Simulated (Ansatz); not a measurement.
The cluster Cu2O2⁻. Total charge -1; doublet. Geometry relaxed at PBE0-D4/def2-SVPD.

```xyz
4

Cu   -0.432   -0.344   -0.288
Cu    1.428    1.000    0.805
O    -0.315    0.906    1.022
O    -0.681   -1.562   -1.540
```

The structure comes from a short search, and lower isomers may exist.

**Question.** Estimate the harmonic wavenumbers at UKS PBE0-D4/def2-SVPD (Ansatz, unscaled). Is this a minimum?

**Answer.** 94, 163, 184, 496, 602, 633 cm⁻¹. Yes, no mode is imaginary beyond noise. Zero-point energy 13.0 kJ/mol. Hardware: 4 threads of Intel Xeon on a shared host. Wall time 99 s.
